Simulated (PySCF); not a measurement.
Cartesian coordinates (Å):
SMILES: [InH2]
```xyz
3

In    -0.0007     0.5806     0.0000
H      1.5212    -0.2884     0.0000
H     -1.5205    -0.2922     0.0000
```
Charge 0, spin multiplicity 2.

**Question.** Give the dipole moment, highest occupied spin orbital and total energy at the level CAM-B3LYP-D3(BJ)/def2-TZVP (PySCF).

**Answer.** 
* **dipole moment**: 0.47 D
* **highest occupied spin orbital**: -6.60 eV
* **total energy**: -5204.21 eV
